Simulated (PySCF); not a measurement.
A PySCF script (with the pyscf-properties extension) for the NMR shieldings of `InChI=1S/C8H10BN/c1-2-10-9-8-6-4-3-5-7-8/h3-7H,9H2,1H3`, on a GFN2-xTB geometry:

```python
import basis_set_exchange as bse
import numpy as np
from pyscf import gto, dft
from pyscf.prop import nmr

atoms = """
C     3.540175   -1.491948   -0.443811
C     2.599024   -0.443628   -0.192281
N     1.853762    0.407965    0.011764
B     0.807463    1.404335    0.270720
C    -0.588876    0.587214    0.177099
C    -0.798811   -0.577263    0.911023
C    -1.994442   -1.270873    0.847628
C    -3.020362   -0.810785    0.039896
C    -2.835737    0.346593   -0.695951
C    -1.633644    1.030161   -0.626712
H     3.133634   -2.183556   -1.182244
H     3.744159   -2.034177    0.479999
H     4.471054   -1.069621   -0.823086
H     0.929757    2.235495   -0.574128
H     1.014015    1.821738    1.369484
H    -0.008318   -0.949917    1.551544
H    -2.128600   -2.172420    1.430822
H    -3.955654   -1.350515   -0.016249
H    -3.630847    0.715952   -1.329730
H    -1.502903    1.931906   -1.208823
"""
names = dict.fromkeys(["C", "N", "B", "H"], "pcSseg-1")
basis = {el: gto.basis.parse(bse.get_basis(n, elements=[el], fmt="nwchem")) for el, n in names.items()}
mol = gto.M(atom=atoms, basis=basis, charge=0, verbose=0)
mf = dft.RKS(mol, xc="PBE0")
mf.grids.level = 2
mf.grids.alignment = dft.numint.BLKSIZE   # the property module wants whole blocks of grid points
mf.conv_tol = 1e-9
mf.kernel()

calc = nmr.RKS(mf)   # GIAO
C = mf.mo_coeff
Co = C[:, mf.mo_occ > 0]
resp = mf.gen_response(singlet=True, hermi=2)
def vind(x):   # induced exchange potential for any number of trial vectors
    d = np.einsum("pi,xij,qj->xpq", C, 2 * x.reshape(-1, C.shape[1], Co.shape[1]), Co, optimize=True)
    return np.einsum("xpq,pi,qj->xij", resp(d - d.transpose(0, 2, 1)), C, Co, optimize=True).ravel()
mo1, _ = nmr.rhf.solve_mo1(calc, with_cphf=vind)
sigma = calc.kernel(mo1)
for i, s in enumerate(sigma):   # ppm
    print("%2d %-2s %9.2f" % (i, mol.atom_pure_symbol(i), np.trace(s) / 3))
```

Question: What does it print?

Answer: 
```
 0 C     184.70
 1 C      69.96
 2 N      30.87
 3 B     131.55
 4 C      29.31
 5 C      50.32
 6 C      54.64
 7 C      57.17
 8 C      54.24
 9 C      45.66
10 H      29.34
11 H      29.22
12 H      29.30
13 H      29.08
14 H      28.64
15 H      24.08
16 H      24.26
17 H      24.39
18 H      24.31
19 H      23.99
```

These numbers come from an equivalent density-fitted implementation of the same equations, which agrees with the script to about 0.01 ppm for H and up to a few tenths of a ppm for heavy atoms, so last digits may differ.

Size and cost of the density-fitted run: 220 basis functions, 83 s wall time on 1 thread of an x86-64 server CPU, shared host.
